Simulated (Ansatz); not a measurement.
Molecule: RbO (charge 0, doublet). 
Coordinates optimised at B3LYP-D3(BJ)/def2-TZVP (Ansatz, an electronic-structure program):
```xyz
2

Rb     0.0000     0.0000    -0.4183
O      0.0000     0.0000     1.9348
```
Charge 0, spin multiplicity 2.

Basis-set convergence of Hartree-Fock and CCSD(T) correlation energies (hartree) with Ansatz. Correlated levels leave the core frozen unless marked. UHF or UKS for open shells. No spin-orbit coupling. Frozen are the shells of the preceding noble gas and the d and f shells that filled before the atom's block. The outer core of K, Ca and their heavier congeners is not correlated, a term that matters for these elements. Past Kr the def2 sets carry scalar-relativistic core potentials.

```csv
basis,functions,E(HF),"E(corr, CCSD(T))"
def2-SVP,38,-98.54494,-0.16472
def2-TZVPP,71,-98.64889,-0.22035
def2-QZVPP,120,-98.65477,-0.24050
```

Extrapolating the two largest sets (X = 3 and 4) as X^-3: E(corr) = (64·(-0.24050) - 27·(-0.22035))/37 = -0.2552 Eh, an estimate of the basis-set limit. The largest set recovers 94.2 % of it, the smallest 64.5 %.
